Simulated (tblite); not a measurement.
C₆H₁₃OP.
Z-matrix (Å and degrees, GFN2-xTB geometry), rows numbered from 1:
```
C 
C   1  1.5189
C   2  1.5438  1  114.96
P   3  1.8503  2   89.89  1  -142.94
C   4  1.8325  3  108.31  2   -90.91
O   4  1.4662  3  120.99  2   134.71
C   2  1.5531  1  116.97  3  -114.36
C   7  1.5178  2  115.86  1    29.97
H   1  1.0881  2  110.57  3   175.73
H   1  1.0885  2  109.78  3   -64.80
H   1  1.0866  2  111.09  3    54.96
H   2  1.0938  1  108.58  3   122.63
H   3  1.0876  2  115.92  1    93.66
H   3  1.0907  2  111.84  1   -31.89
H   5  1.0850  4  111.96  3    42.03
H   5  1.0887  4  107.73  3   163.46
H   5  1.0887  4  107.75  3   -79.38
H   7  1.0914  2  113.37  1   -98.50
H   8  1.0884  7  111.59  2   -68.39
H   8  1.0887  7  109.20  2   171.42
H   8  1.0883  7  110.41  2    53.41
```

All values are computed: GFN2-xTB (tblite) harmonic vibrations without scaling, gas phase. Against measured fundamentals such values can be off by several per cent, at times by over 20. One conformer, not necessarily the lowest.

Harmonic wavenumbers (cm⁻¹): 77.0, 144.9, 156.2, 197.2, 215.8, 221.0, 242.6, 263.0, 307.0, 348.9, 378.3, 439.1, 537.2, 662.7, 708.5, 760.2, 799.2, 822.1, 842.9, 855.2, 934.3, 977.0, 990.5, 1026.9, 1043.4, 1109.4, 1134.0, 1159.4, 1184.4, 1198.8, 1273.0, 1277.3, 1297.6, 1303.8, 1326.2, 1404.1, 1411.2, 1418.2, 1433.3, 1438.3, 1481.1, 1490.5, 1503.1, 1505.9, 2936.7, 2953.3, 2979.1, 3003.0, 3004.3, 3006.4, 3017.6, 3023.0, 3026.4, 3031.5, 3032.6, 3043.7, 3049.6.

A = 2667, B = 1369, C = 1163 MHz; mass 132.070 u (most abundant isotopes); point group C1, symmetry number 1.

Q: What is the zero-point energy?

A: Half the sum of the wavenumbers: 39204 cm⁻¹ = 112.09 kcal/mol.

Q: Entropy at 273.15 K, 1 bar (ideal gas, RRHO, classical rotation)?

A: Translation 40.14, rotation 28.46, vibration 23.82: S = 92.4 cal/(mol K).

Q: And Cp and H(273.15 K) − H(0)?

A: Cp = 36.79 cal/(mol K), of which vibrations give 28.84 (their classical limit is 57 R = 113.3); H(273.15 K) − H(0) = 5.96 kcal/mol without the zero-point energy, 3.79 from vibrations.

Q: How do the functions run with temperature in this model?

A: 
```tsv
T (K)	S (cal/(mol K))	Cp (cal/(mol K))	H − H(0) (kcal/mol)	G − H(0) (kcal/mol)	ln q(vib)
100	66.1	18.1	1.17	-5.44	0.87
200	82.2	29.1	3.56	-12.89	3.15
300	96.0	39.7	6.99	-21.81	5.69
500	121.2	59.8	17.03	-43.57	10.91
800	154.1	80.0	38.25	-85.01	18.65
1000	172.9	88.9	55.18	-117.74	23.54
```

q(vib) and H(0) count from the zero-point level.

Q: Blend soft modes into free rotors: weight 1/[1 + (100 cm⁻¹/ν̃)⁴] for the oscillator and the rest for a rotor with moment μB/(μ + B), μ = h/(8π²ν), B = 10⁻⁴⁴ kg m². What vibrational entropy results?

A: 23.25 cal/(mol K) in place of 23.82, which changes −T·S at 273.15 K by +0.15 kcal/mol.

Hindered rotation and anharmonicity are outside this model. Other conformers, if any are populated, would add a mixing term that is left out. The structure is chiral; the term R ln 2 for an equal mix with its mirror image is left out.
